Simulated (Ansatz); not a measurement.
`O/C=C\I` + H₂ → `C=CI` + H₂O at 298.15 K and 1 bar (hydrogenolysis of a C–O bond).

Gas-phase electronic energies from Ansatz, PBE0-D4/def2-TZVP geometries. CCSD(T)/CBS adds triple-zeta CCSD(T) − MP2 to the extrapolated MP2 energy (def2 sets, frozen cores). This one scheme is used for every species. Elements past krypton have def2 core potentials. For I outer-core shells are correlated without core-valence functions, which leaves a few kJ/mol of doubt a bond. Each species was taken in one conformer, which may not be the lowest.

| species | CCSD(T)/CBS energy (Eh) | H − E (kJ/mol) | S (J/(mol·K)) |
| --- | --- | --- | --- |
| `O/C=C\I` | -450.49539 | 138.9 | 305.7 |
| H₂ | -1.17544 | 35.1 | 130.4 |
| `C=CI` | -375.31882 | 122.0 | 283.2 |
| H₂O | -76.37941 | 66.4 | 188.7 |

H − E and S are ideal-gas, rigid-rotor, harmonic terms from PBE0-D4/def2-TZVP, for one conformer and one mirror image of each species. The MP2-based limit puts H₂ 0.8 mEh under its directly extrapolated value; such offsets cancel only in part. 1 Eh = 2625.50 kJ/mol, R = 8.31446 J/(mol·K).

By hand: ΔE, ΔH, ΔS and ΔG.

ΔE = (-375.31882) + (-76.37941) − (-450.49539) − (-1.17544) = -0.02740 Eh = -71.9 kJ/mol. Δ(H − E) = 122.0 + 66.4 − 138.9 − 35.1 = 14.4, so ΔH = -57.5 kJ/mol. ΔS = 283.2 + 188.7 − 305.7 − 130.4 = 35.8 J/(mol·K). ΔG = -57.5 − 298.15 × (35.8)/1000 = -68.2 kJ/mol.

By hand: the equilibrium constant, and the temperature at which ΔG would vanish if ΔH and ΔS stayed fixed.

log₁₀ K = −ΔG/(RT ln 10) = 11.9. ΔH and −TΔS have one sign here, so there is no such temperature.

ΔH outweighs TΔS. A doubt of 5 kJ/mol in ΔE shifts log₁₀ K by 0.9 here. Other conformers and mirror images would add mixing entropy, several J/(mol·K) or more a flexible species. These are equilibria of isolated gas molecules and say nothing of rates. Largest T1 diagnostic: 0.011 (customary marks: 0.02 for closed shells, 0.045 for open ones).
